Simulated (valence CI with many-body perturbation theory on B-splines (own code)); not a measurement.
Values are calculated unless marked as measured or tabulated.
**Er27+: input, log and results**

The program does CI of the valence electrons with many-body perturbation theory for a frozen closed Dirac-Fock core.

Command, and the settings that its task file holds:

```sh
python run_cv.py task.json out
```

```
atom Er  Z=68  mass_number=166  rms_radius_fm=5.2516
core [Kr]
valence 5d5
avg = 1
basis = S
breit = 1
cap = 10000
capref = 1200
cscale = 1
de = 0.0
dress = 0
eps = 2e-08
h = 0.27
hh = 1
l2 = 3
lcore = 6
maxit = 60
n2 = 5
natural = 1
nlev = 20
nno = [3, 3, 3, 3, 1]
nroot = 26
nsp = [3, 3, 2, 2, 0]
pt2 = 1
qed = 1
rpa = 1
s1 = 1
s2 = 1
s3 = 1
screen = 1
tol = 2e-05
```

(1) What became of the run, and why?

Results:

(1) It gave no result: the start configuration must fill the lowest shells above the core. The program said: "5d is not the lowest shell of its kind above the core".
